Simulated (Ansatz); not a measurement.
Relaxation of Cl₄H₃NZr (9 atoms, charge 0, multiplicity 1), to a largest force component of 0.03 eV/Å in at most 50 steps.

These are results of RKS B3LYP/def2-SVP (Ansatz 0.2.0), not measurements.

```xyz
9
Properties=species:S:1:pos:R:3:forces:R:3
Zr 0.368 -0.495 -0.480 0.43 -0.64 1.06
N 0.019 -0.109 2.876 0.32 -0.65 -0.31
H -0.880 -0.126 3.361 0.02 0.00 -0.02
H 0.591 0.601 3.340 -0.02 0.00 -0.02
Cl 2.079 0.122 -1.937 0.02 0.00 -0.03
Cl -0.746 1.548 -0.116 0.02 -0.01 0.02
Cl -1.152 -1.750 -1.724 -0.03 -0.02 -0.01
Cl 1.486 -2.179 0.964 -0.41 0.67 -0.72
H 0.484 -1.024 3.036 -0.35 0.65 0.01
```

Task: Where does it end, and by what steps?

Result: The forces met the threshold. The force dipped under the threshold on the way, but the program's further checks kept it going. After 13 steps the energy has fallen by 0.979 eV; Cl7 moved furthest, 1.37 Å. Joined: Zr1–N2 (3.40 → 2.45 Å).

| step | energy less start (eV) | largest force component (eV/Å) | accepted |
| --- | --- | --- | --- |
| 0 | 0.0000 | 1.064 | yes |
| 1 | -0.2059 | 0.704 | yes |
| 2 | -0.4681 | 0.453 | yes |
| 3 | -0.6711 | 0.575 | yes |
| 4 | -0.7310 | 0.383 | yes |
| 5 | -0.7333 | 0.282 | yes |
| 6 | -0.7608 | 0.116 | yes |
| 7 | -0.7834 | 0.250 | yes |
| 8 | -0.8184 | 0.314 | yes |
| 9 | -0.8658 | 0.393 | yes |
| 10 | -0.9155 | 0.457 | yes |
| 11 | -0.9723 | 0.051 | yes |
| 12 | -0.9783 | 0.008 | yes |
| 13 | -0.9787 | 0.011 | yes |

```xyz
9
Properties=species:S:1:pos:R:3
Zr 0.628 -0.326 0.026
N -0.232 -0.447 2.320
H -1.194 -0.104 2.388
H 0.329 0.110 2.970
Cl 1.454 -0.211 -2.187
Cl 0.277 1.992 0.413
Cl -1.285 -1.683 -0.359
Cl 2.506 -1.338 1.073
H -0.235 -1.406 2.679
```

Whether the end is a true minimum wasn't checked by a vibrational analysis.

Run time: 54 s on 4 threads of Arm Neoverse V1, with other jobs on the host, peak memory 0.39 GiB.
